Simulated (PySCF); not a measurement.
# One molecule, several mistakes: AlFH4NSi cation

All numbers below are calculated, not measured. They come from PySCF 2.14.0, an open-source quantum chemistry program, on an isolated molecule that a program drew, which may never have been made. The molecule is AlFH4NSi cation (charge +1, singlet), drawn as the SMILES string `F[SiH+][NH][AlH2]`.

Each row is a Hartree-Fock (HF) and frozen-core CCSD(T) single point in the cc-pV(D+d)Z basis, meant for a local HF minimum. Run 1 is clean. Each other run has one planted mistake out of seven kinds, and not every kind appears here: one electron removed, one electron added, multiplicity raised by two, geometry at a saddle point, minimal basis STO-3G, one bond length entered in bohr, all coordinates scaled. The reference is restricted for singlets and unrestricted otherwise, and also for a bond in bohr. Adding or removing an electron swaps singlet and doublet. Electrons count all cores. HOMO and LUMO are orbital energies over both spins, the gradient is its largest component, and the lowest frequency (negative if imaginary) is given only where the gradient is small. Bond lengths are over the 7 bonds as drawn. T1 is the CCSD diagnostic: over 0.02 (restricted) or 0.045 (unrestricted) a single reference is doubtful.

Geometry of the clean run:
```xyz
8
AlFH4NSi cation, angstrom
F     0.1501   -2.1543   -1.8586
Si   -0.6458   -0.8607   -1.5073
N     0.1664    0.4145   -0.9375
Al    2.0153    0.7083   -0.5767
H    -2.0747   -0.9501   -1.7393
H    -0.4194    1.2162   -0.7323
H     2.8726   -0.5460   -0.9070
H     2.2750    2.1388   -0.0294
```

```
run  electrons  basis functions  <S^2>  HOMO (eV)  LUMO (eV)  gradient (hartree/bohr)  lowest frequency (cm^-1)  mean bond (Å)  longest bond (Å)      T1  HF (hartree)  CCSD(T) (hartree)                          mistake
  1         46               94  0.000     -16.40      -3.79                  3.7e-05                       128         1.5220             1.907  0.0145    -686.92149         -687.46546                         no fault
  2         46               94  0.000     -16.02      -4.10                  5.8e-02                         -         1.6255             2.036  0.0180    -686.88786         -687.44595           all coordinates scaled
  3         46               94  0.000     -14.41      -4.97                  4.9e-02                         -         1.7643             3.603  0.0181    -686.81264         -687.36328  one bond length entered in bohr
  4         46               32  0.000     -14.52      -0.09                  4.3e-02                         -         1.5220             1.907  0.0219    -678.62182         -678.81436             minimal basis STO-3G
  5         46               94  2.009     -10.10      -7.79                  6.2e-02                         -         1.5220             1.907  0.0649    -686.70507         -687.25248                                ?
  6         45               94  0.849     -22.96     -14.22                  6.7e-02                         -         1.5220             1.907  0.0209    -686.36010         -686.87987                                ?
```

**Which mistake was planted in run 5, and what did it cost?**

Electrons, basis and geometry are unchanged, and <S^2> is 2.009, beside S(S+1) = 2.00 for a multiplicity of 3. So the mistake is: multiplicity raised by two. Subtracting run 1 and multiplying by 627.51 kcal/mol a hartree, the energy moved by 135.8 kcal/mol in HF and 133.6 kcal/mol in CCSD(T).

**Which mistake was planted in run 6, and what did it cost?**

It counts 45 electrons, one fewer than the clean run, at the same geometry and basis. So the mistake is: one electron removed. Subtracting run 1 and multiplying by 627.51 kcal/mol a hartree, the energy moved by 352.3 kcal/mol in HF and 367.5 kcal/mol in CCSD(T).

Cautions from the logs. Run 4: T1 is over the limit, so its CCSD(T) energy is less reliable; run 5: T1 is over the limit, so its CCSD(T) energy is less reliable.
